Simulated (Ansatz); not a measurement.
**Abstraction of Cl: SnCl4 + C2HF2 → SnCl3 + C2HClF2**

Species: SnCl4 (tin tetrachloride) `[Cl][Sn]([Cl])([Cl])[Cl]`, singlet; C2HF2 `F/[C]=C\F`, doublet; SnCl3 `[Cl][Sn]([Cl])[Cl]`, doublet; C2HClF2 `F/C=C(\F)Cl`, singlet. A radical takes Cl: the energy is the difference in strength between the Sn–Cl bond broken and the C–Cl bond made.

Shapes, held fixed at every level: PBE0-D4/def2-TZVP. Programs: Ansatz 0.2.0. Electronic energies: no zero-point or thermal term.

| level | kind | ΔE (kJ/mol) | CPU time (sum over the molecules) |
| --- | --- | --- | --- |
| HF/def2-SVP | Hartree–Fock | -0.5 | – |
| HF/def2-TZVPP | Hartree–Fock | -0.2 | – |
| B3LYP-D4/def2-TZVPP | global hybrid | -69.2 | 51 s |
| BHLYP-D4/def2-TZVPP | global hybrid | -49.0 | 50 s |
| wB97M-V/def2-TZVPP | range-separated hybrid | -65.2 | 2.1 min |
| wB97X-V/def2-TZVPP | range-separated hybrid | -55.3 | 86 s |
| B2PLYP/def2-TZVPP | double hybrid | -64.5 | 63 s |

B2PLYP/def2-TZVPP gives ΔE = -64.5 kJ/mol; the levels span -69.2 to -0.2. The median of the levels is -55.3. No measured value is set beside it here. Spin contamination: C2HF2 (⟨S²⟩ up to 0.94). Open shells run unrestricted. For atoms past krypton def2 sets carry core potentials with scalar relativity. Outer-core shells of Sn are correlated, in sets that cover them unevenly. Times are processor times on shared x86 and Arm servers, and rough.
